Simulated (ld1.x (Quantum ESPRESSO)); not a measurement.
Pseudopotential generation for nitrogen: PAW, PBE, scalar-relativistic.

N, PAW, made with ld1.x (Quantum ESPRESSO) 7.5 (PBE, scalar-relativistic). Core [He], reference 2s2 2p2 (charge +1). Waves: 2s (bound): rcut 0.85, rcutus 1.20 bohr; 2s channel at -1.1 Ry: rcut 0.85, rcutus 1.20 bohr; 2p (bound): rcut 1.10, rcutus 1.45 bohr; 2p channel at -0.1 Ry: rcut 1.10, rcutus 1.45 bohr. Local part: all-electron potential smoothed inside 1.15 bohr (lloc = -1). Core correction: Bessel-smoothed model core, default radius (core density twice the valence density). Augmentation charge: BESSEL, radius 0.70 bohr.

All-electron outer shells of the reference configuration (PBE, scalar-relativistic, ld1.x):

```csv
shell,level (eV),outermost node (bohr),outermost maximum (bohr)
2s,-32.46,0.32,0.99
2p,-20.69,–,0.92
```

Task: Estimate the cutoffs (Ry, on a coarse ladder) from which the occupation-weighted sum of valence levels, in a spherical-Bessel basis at the reference potential, stays within 10 and 1 mRy of its value at 400 Ry.

Result: 30 Ry and 40 Ry.

Task: What does a ghost test show?

Result: No extra level below or beside the all-electron valence levels (s, p, d, f tested).

Task: Is the overlap operator S = 1 + Σ q|β⟩⟨β| positive definite (Bessel basis up to 400 Ry)?

Result: Yes: its lowest eigenvalue is 0.55 (s channel).

Task: Which valence shell sets the plane-wave cutoff?

Result: 2p: its level needs 35 Ry to come within 1 mRy, against 25 Ry for 2s.

Its largest configuration-test error is +0.4 meV (2s2 2p3). Test run stopped at test 2 of 7 (negative rho).
